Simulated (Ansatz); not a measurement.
Ansatz (a first-principles code) input (PBE0/def2-QZVPP):
A basis named .json is the Basis Set Exchange file of that set.

Ansatz 0.2 input:
```yaml
crystal:
  periodic: [false, false, false]
  atoms:
    - {symbol: Sb, position_ang: [0.02790645, 0.01345213, 0.88671510]}
    - {symbol: Br, position_ang: [0.85130968, -1.68236795, -0.64809325]}
    - {symbol: Br, position_ang: [-0.89197336, 1.66276628, -0.64397732]}
basis:
  gaussian:
    orbitals: def2-QZVPP.json
hamiltonian:
  xc: {name: PBE0}
total_charge: 1
```

Output:

```
Functional definition: PBE0
integrals: 0.25 GiB planned
1548 factors; their error is unknown
mean field: 1.93 GiB planned
mean field evaluation 1: about -146607.7029 eV, gradient 3.2e1 eV
mean field evaluation 2: about -146596.8851 eV, gradient 7.3e1 eV
mean field evaluation 4: about -146610.8653 eV, gradient 3.8e0 eV
mean field evaluation 8: about -146611.3002 eV, gradient 3.3e-1 eV
mean field evaluation 16: about -146611.3002 eV, gradient 4.5e-5 eV
mean field -146611.30018998 eV, -5387.8659052733 hartree, gradient 4.5e-5 eV, S^2 0.000000; 0 other end points of the search recorded, 0 dependent functions left out
reference -146611.30021727 eV, -5387.8659062763 hartree; 46, 46 occupied and 214, 214 virtual orbitals, 1548 factors
Total energy: -146611.30021727 eV, -5387.8659062763 hartree
```
